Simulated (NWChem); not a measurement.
System: GaH₃O₂; SMILES [OH][GaH][OH]

NWChem input:

```
start job
memory heap 200 mb stack 900 mb global 1100 mb
geometry units angstroms noautosym nocenter noautoz
  Ga    -0.325254    -0.044418     0.000000
  H     -1.884215    -0.037968     0.000000
  O      0.568870    -1.602555     0.000000
  H      1.533182    -1.453544     0.000000
  O      0.771024     1.390389     0.000000
  H      0.281215     2.233024     0.000000
end
basis spherical
  Ga library def2-svpd
  H library def2-svpd
  O library def2-svpd
end
dft
  xc pbe0
  iterations 150
end
property
  response 1 0.0
end
task dft property
```

Structure relaxed at the PBE-D3(BJ)/def2-SVP level.

Static field.

Problem. What results follow from this input? (PBE0/def2-SVPD.) Quantities: isotropic polarisability (bohr³); anisotropy (bohr³).

Solution. 
```yaml
isotropic polarisability (bohr³): 37.2
anisotropy (bohr³): 10.4
```
